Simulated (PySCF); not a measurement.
Species: CH₈Ge₂.
SMILES with atom numbers: `[CH3:1][GeH2:2][GeH3:3]` (hydrogens: H4, H5, H6 on C1; H7, H8 on Ge2; H9, H10, H11 on Ge3)

Level: B3LYP/def2-SVPD in PySCF, non-relativistic, on one gas-phase PBE0-D3(BJ)/def2-SVP geometry that isn't relaxed in the solvent. The solvent is an IEF-PCM continuum (Bondi radii, 1.10 Å for H, scaled by 1.2). The model holds no explicit solvent molecules, cavitation or dispersion. Spin–orbit coupling is left out although an atom past zinc is present.

Gas phase at B3LYP/def2-SVPD: HOMO -7.69 eV, LUMO -0.09 eV, dipole 0.81 D.

Question: What does the continuum do to the energy, the frontier levels and the dipole at B3LYP/def2-SVPD in chloroform and water?

Answer: 
```csv
solvent,ε,E(solvent) − E(gas) (kcal/mol),polarisation term (kcal/mol),distortion of the solute (kcal/mol),HOMO (eV),LUMO (eV),dipole (D)
chloroform,4.711,-0.49,-0.53,0.04,-7.58,0.00,1.00
water,78.36,-0.70,-0.79,0.09,-7.56,0.01,1.08
```

The polarisation term is half the interaction of the solute with the surface charges that it induces; the rest is the cost of distorting the solute's density. The sum is the electrostatic part of solvation alone. The atom shares or the degeneracy of the LUMO differ from the gas phase in chloroform and water, so that column needn't follow one orbital. From chloroform to water the lowering changes by a factor 1.43, Onsager's factor (ε − 1)/(2ε + 1) by 1.38 and ε itself by 16.6.

Question: How does the static polarisability (B3LYP/def2-SVPD, frozen core, with the continuum's full static response) change?

Answer: 
```tsv
medium	isotropic (au)	principal values (au)	⟨r²⟩ of the electrons (bohr²)
gas	82.3	71.1, 77.9, 98.0	764.8
chloroform	104.6	91.8, 99.8, 122.4	765.0
water	116.6	104.3, 112.0, 133.7	765.1
```

The isotropic value in water is 1.42 times the gas-phase one; no cavity-field correction is applied. ⟨r²⟩ is taken about the centre of nuclear charge.

Rough CPU time on one thread of a shared machine: about 24 s. This is the whole response run at B3LYP/def2-SVPD in water, SCF included.
